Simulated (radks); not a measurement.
Numerical settings for the tungsten ion W3+, [Xe] 4f14 5d3. Method: Dirac Kohn-Sham, LDA (Slater exchange, Perdew-Wang correlation), spin-unpolarised, spherical densities, finite nucleus; open shells fill j = l - 1/2 first; Fermi nuclear charge, rms radius 5.3658 fm; computed with a radial shooting solver on a logarithmic mesh with Libxc functionals. The defaults (mesh step 0.008 in ln r, mesh end at 40 bohr or more with all orbitals vanishing there, Anderson mixing 0.5 over 9 steps, residual threshold near 1e-9 with the energy settled to 1e-9 hartree or 1e-11 of itself, here a cap of 78 iterations) give E = -16152.0767 hartree and 5d3/2 at -31.762 eV in 15 iterations. Run on one thread of a shared host, so times are rough (Intel(R) Xeon(R) Platinum 8559C): 0.21 s of CPU time, 0.21 s wall, 15 iterations on 2213 mesh points. Changes against that run (0 stands for a change within the tolerance of the run):

| setting | iterations | converged | E (mhartree) | e(5d3/2) (meV) | CPU (s) |
|---|---|---|---|---|---|
| mesh step in ln r 0.012 | 15 | yes | 0 | 0 | 0.11 |
| mesh step in ln r 0.02 | 15 | yes | +0.000891 | 0 | 0.07 |
| mesh step in ln r 0.03 | 15 | yes | +0.00966 | 0 | 0.05 |
| mesh end (bohr) 20 | 15 | yes | 0 | 0 | 0.15 |
| mesh end (bohr) 400 | 15 | yes | 0 | 0 | 0.17 |
| residual threshold 0.01 | 11 | yes | 0 | +0.102 | 0.14 |
| residual threshold 0.1 | 11 | yes | 0 | +0.102 | 0.13 |
| mixing 1 | 13 | yes | 0 | 0 | 0.14 |
| linear mixing, mixing 0.5 | 30 | yes | 0 | 0 | 0.25 |
| linear mixing, mixing 0.8 | 78 | no | +1.72e+05 | +5.96e+03 | 2.2 |
| mixing history 2 | 23 | yes | 0 | 0 | 0.2 |
| iteration cap 5 | 5 | no | +7.61 | +645 | 0.07 |

No run marked as converged misses the energy by more than 1 mhartree. A mesh that ends early acts as a hard wall.
